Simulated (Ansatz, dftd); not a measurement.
Species: SiNH3S, charge 0, singlet. SiNH3S (SMILES N[Si]S).
B3LYP-D3(BJ)/def2-TZVP minimum from Ansatz (a first-principles code):
```
Si
N 1 1.7142
H 2 1.0086 1 120.20
H 2 1.0101 3 111.94 1 -180.00
S 1 2.1789 2 97.18 3 -180.00
H 5 1.3421 1 94.14 2 -180.00
```

Wanted: atomisation energy (electronic, to ground-state atoms), in kcal/mol. Radicals and triplets start from unrestricted determinants; spin-orbit coupling is neglected. Correlated methods leave the cores frozen. Rows without X2C or -DK are non-relativistic. CBS(X,Y): correlation extrapolated as X^-3, Hartree-Fock from the larger set (Q,5: extrapolated as (X+1)exp(-9√X)). A bracket is a step between two methods taken in the basis named. The functionals are non-relativistic, so their misses hold any scalar relativity. '+ core + X2C': CCSD(T) terms for core correlation (cc-pwCVTZ, 1s frozen past Ne) and scalar relativity (cc-pVTZ-DK). For partners of very few electrons the exact lower level stands in for a higher one.

Compared with CCSD(T)/CBS(cc-pV(Q+d)Z,cc-pV(5+d)Z) + [CCSDT(Q) - CCSD(T)]/cc-pV(D+d)Z + core + X2C (Ansatz).

### Question
Rank these levels by how close they come to it, closest first: CCSD/CBS(cc-pV(Q+d)Z,cc-pV(5+d)Z) (Ansatz); r2SCAN-D4/def2-TZVPD (Ansatz + dftd4); B3LYP-D3(BJ)/def2-TZVPD (Ansatz + dftd3); PBE0/def2-TZVPD (Ansatz).

### Answer
B3LYP-D3(BJ)/def2-TZVPD (464.2 kcal/mol, difference 0.1), r2SCAN-D4/def2-TZVPD (459.9 kcal/mol, difference -4.2), PBE0/def2-TZVPD (457.4 kcal/mol, difference -6.7), CCSD/CBS(cc-pV(Q+d)Z,cc-pV(5+d)Z) (452.2 kcal/mol, difference -11.9)
